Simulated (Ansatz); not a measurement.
```yaml
crystal:
  periodic: [false, false, false]
  atoms:
    - {symbol: Na, position_ang: [-2.564325, -1.892661, -3.574254]}
    - {symbol: Na, position_ang: [-0.847219, -0.572251, -0.007995]}
    - {symbol: Na, position_ang: [1.523557, 1.070756, 0.911934]}
    - {symbol: Na, position_ang: [0.638441, 0.603512, 3.662541]}
    - {symbol: Na, position_ang: [0.064123, -0.093538, -2.811505]}
    - {symbol: F, position_ang: [-1.569852, -1.146626, -1.908783]}
    - {symbol: F, position_ang: [-0.213404, -0.059228, 1.902955]}
    - {symbol: F, position_ang: [2.157637, 1.590668, 2.799081]}
    - {symbol: F, position_ang: [0.811062, 0.499359, -0.973983]}
basis:
  gaussian: {orbitals: def2-TZVP, initial_orbitals: start.molden}
magnetization: {spin_polarized: true, initial_magnetization: 1}
hamiltonian: {xc: {name: wB97M-V}}
scf: {omitted_lower_state_checks: [starts]}
output: {orbitals: {seedname: orbitals}}
```

The file start.molden holds the orbitals of an earlier run on this structure, at another level or in another basis.

```sh
$ ansatz run in.yaml --threads 4 --pin off --events-out ev --progress --plain --max-ram 4787MiB
```

Task: Does this run fit into the memory that it is given?

Result: No. It has 284 basis functions, and Ansatz plans for 6 GiB where 5 GiB are given.
